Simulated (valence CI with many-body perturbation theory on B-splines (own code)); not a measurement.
**Hyperfine factors and g values of Sb²⁹⁺**

Computed by relativistic CI+MBPT: four valence electrons over a frozen Dirac-Fock core [Ar], radial functions for each j: 7 s, 7 p, 8 d, 6 f, 4 g, 1 h, with the one-electron correlation potential Σ1, the two-electron term Σ2, the three-electron term Σ3, Breit, model QED; selected CI, second order for the rest, scaled by the run's own slope (own B-spline code, finite nucleus).

The last digits are not significant, and no measured levels were compared; by estimate large intervals hold to a few tenths of a per cent, small ones and those within an open d or f shell to about a per cent. Only levels of the ground parity were solved; by the run's estimate the other parity begins above the list, which can be wrong where configurations are misplaced.

A/g_I is the dipole constant over the nuclear g factor μ/I (μ in nuclear magnetons, uniformly magnetised nucleus), B/Q the quadrupole constant per barn. Both hold the static response of the core; the bare values leave it out. Large factors of s and p1/2 electrons are usually good to 5 to 10 %; those of open d and f shells near neutrality can be off by tens of per cent, and small factors of p3/2, d and f electrons come from cancelling terms and can be off by a factor of two or in sign, in half-filled shells by more. B is blank for J = 1/2, where it vanishes, and for nearly pure S terms. Energies count from the lowest level. Levels with J = 0 are left out.

Levels are named by their leading jj configuration (3d3/2^4 stands for four electrons in 3d with j = 3/2), which in mixed levels can hold well under half, so a name can repeat and another be missing. Letters in brackets count levels of one name in rising energy.

```
                    Level  E (cm⁻¹)      g  A/g_I (MHz)  A/g_I bare  B/Q (MHz/b)  B/Q bare
      (3d3/2^3 3d5/2) J=1     53388  1.495         -528        29.9         5960      6080
      (3d3/2^3 3d5/2) J=2     88872  1.433         5420        5900         5810      5930
      (3d3/2^3 3d5/2) J=3    110040  1.382         9340        9740         -906      -933
      (3d3/2^3 3d5/2) J=4    112170  1.236        13300       13600        -6840     -7000
(3d3/2^2 3d5/2^2) J=4 [a]    168950  1.092        13100       13200        -1460     -1500
(3d3/2^2 3d5/2^2) J=3 [a]    190420  0.951        14500       14500         3210      3280
(3d3/2^2 3d5/2^2) J=2 [a]    193070  0.906        12700       12700         8560      8740
    (3d3/2^2 3d5/2^2) J=5    204280  1.075        14100       14200        12900     13200
    (3d3/2^2 3d5/2^2) J=1    209900  1.306        12300       12600         -362      -382
    (3d3/2^2 3d5/2^2) J=6    218000  1.103        14600       14700        14000     14300
(3d3/2^2 3d5/2^2) J=4 [b]    236900  1.027        16000       16100        -6810     -6940
(3d3/2^2 3d5/2^2) J=2 [b]    243210  1.190        12200       12400         2290      2330
(3d3/2^2 3d5/2^2) J=3 [b]    248920  1.174        14300       14500         5490      5600
  (3d3/2 3d5/2^3) J=4 [a]    264350  1.163        10900       11100         1490      1520
  (3d3/2 3d5/2^3) J=3 [a]    287260  1.080        10500       10700          152       159
(3d3/2^2 3d5/2^2) J=2 [c]    290380  1.095        17800       17900         2190      2230
      (3d3/2 3d5/2^3) J=5    305230  1.150        12200       12300        -8330     -8510
  (3d3/2 3d5/2^3) J=1 [a]    312210  0.716        18100       17800         5770      5880
      (3d3/2 3d5/2^3) J=6    314720  1.055        14200       14300        18000     18300
(3d3/2^2 3d5/2^2) J=4 [c]    337740  1.117        11700       11900        15000     15300
(3d3/2^2 3d5/2^2) J=2 [d]    348010  1.264        11400       11600         81.5      90.5
  (3d3/2 3d5/2^3) J=3 [b]    363680  1.074        13300       13500        11200     11400
(3d3/2^2 3d5/2^2) J=2 [e]    372540  1.108        13900       14000         8770      8950
            (3d5/2^4) J=4    416050  1.109        11300       11500        -2890     -2950
  (3d3/2 3d5/2^3) J=3 [c]    425590  1.063        14900       15000        19300     19700
  (3d3/2 3d5/2^3) J=1 [b]    430360  1.467         2750        3270        -7580     -7730
            (3d5/2^4) J=2    432210  0.971        15600       15600         6600      6740
  (3d3/2 3d5/2^3) J=4 [b]    448380  1.078        14400       14500         6050      6180
      (3d3/2 3d5/2^3) J=2    530370  0.998        13500       13500       -16700    -17100
```

**Question.** Take the isotope of mass number 121, with I = 5/2, μ = 3.358 μN and Q = -0.543 b. What is the hyperfine structure of (3d3/2^2 3d5/2^2) J=5?

**Answer.** From the table A = 18900 MHz, B = -7020 MHz. Shifts from the centre of gravity in MHz: F = 5/2: -287000, F = 7/2: -218000, F = 9/2: -131000, F = 11/2: -26300, F = 13/2: 95900, F = 15/2: 234000.
